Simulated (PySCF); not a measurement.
Radial density of Zr⁺ (zirconium, charge +1)

r2SCAN, [Kr] 4d2 5s1, high-spin 4F determinant. Calculation: PySCF 2.14, in aug-cc-pVDZ-PP with ECP28MDF (5s5p4d2f, 54 functions); scalar relativity through the core potential. This is the valence pseudo-density: the core potential removes the inner electrons and smooths the orbitals near the nucleus.

```csv
r (bohr),4πr²ρ (e/bohr),4πr²(ρα − ρβ)
0.0368,1.058e-05,0.0000
0.0620,3.265e-05,0.0000
0.104,0.0001309,0.0000
0.175,0.0009654,0.0001
0.295,0.01562,0.0020
0.496,0.4564,0.0400
0.834,5.508,0.3948
1.40,7.425,0.9486
2.36,1.766,1.0062
3.97,0.4043,0.3980
6.68,0.01969,0.0197
```

Energies and moments cover only the electrons outside the core potential.
